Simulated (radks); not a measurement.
Spherical jellium clusters: N electrons in a uniform positive sphere of charge N and radius rs N^(1/3), rs = 5.1 bohr. Method: non-relativistic Kohn-Sham, PBEsol, spin-polarised, spherical densities; computed with a radial shooting solver with Libxc functionals. Levels are named by radial order and angular momentum (1s, 1p, 1d, 2s, ...), and open shells are averaged over m.

N = 11, configuration 1s2 1p6 1d(up 3, down 0). This is the lowest configuration that the search found. Occupied levels:

| level | occupation | eigenvalue (eV) | <r> (bohr) |
|---|---|---|---|
| 1s up | 1 | -3.6854 | 7.612 |
| 1s down | 1 | -3.5450 | 6.924 |
| 1p up | 3 | -3.0795 | 8.758 |
| 1p down | 3 | -2.8105 | 8.407 |
| 1d up | 3 | -2.2678 | 9.689 |

Energy (eV): total -19.1826, kinetic 12.930, external -345.14, Hartree 171.40, exchange-correlation -32.546, background 174.18.
